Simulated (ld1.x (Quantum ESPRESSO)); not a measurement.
How hard is this fluorine (F) TM potential?

F, norm-conserving Troullier–Martins (Kleinman–Bylander form), made with ld1.x (Quantum ESPRESSO) 7.5 (PBE, scalar-relativistic). Core [He], reference 2s2 2p5. Waves: 2s (bound): rc 0.65 bohr; 2p (bound): rc 1.25 bohr. Local part: all-electron potential smoothed inside 1.20 bohr (lloc = -1). Core correction: none.

The pseudo-atom Hamiltonian at the reference potential is diagonalised in spherical Bessel functions j_l(qr) that vanish at 20 bohr, with q² up to the cutoff. All-electron valence levels (Ry): 2s -2.1976, 2p -0.8167.

Task: How do the lowest levels (Ry) of each channel move with the cutoff, and are there ghosts?

Result:

```csv
cutoff (Ry),s #1,s #2,p #1,d #1,d #2,f #1,f #2,Σ f·Δε (mRy)
8,-1.8062,-0.0019,-0.0081,0.0806,0.1924,0.1213,0.2652,4826.5
15,-1.8404,-0.0026,-0.1226,0.0806,0.1924,0.1213,0.2652,4185.7
21,-1.8685,-0.0032,-0.2329,0.0806,0.1924,0.1213,0.2652,3578.2
35,-1.9931,-0.0057,-0.5451,0.0806,0.1924,0.1213,0.2652,1767.9
50,-2.1088,-0.0082,-0.7283,0.0806,0.1924,0.1213,0.2652,620.4
60,-2.1460,-0.0090,-0.7814,0.0806,0.1924,0.1213,0.2652,280.4
90,-2.1892,-0.0099,-0.8160,0.0806,0.1924,0.1213,0.2652,21.1
120,-2.1934,-0.0100,-0.8165,0.0806,0.1924,0.1213,0.2652,10.5
180,-2.1949,-0.0100,-0.8168,0.0806,0.1924,0.1213,0.2652,5.8
230,-2.1969,-0.0101,-0.8168,0.0806,0.1924,0.1213,0.2652,1.6
350,-2.1977,-0.0101,-0.8168,0.0806,0.1924,0.1213,0.2652,0.0
400,-2.1977,-0.0101,-0.8168,0.0806,0.1924,0.1213,0.2652,0.0
```

Result: no extra level below or beside the all-electron valence levels (s, p, d, f tested); 10 mRy is reached at 140 Ry and 1 mRy at 260 Ry.

Its largest configuration-test error is +1293 meV.
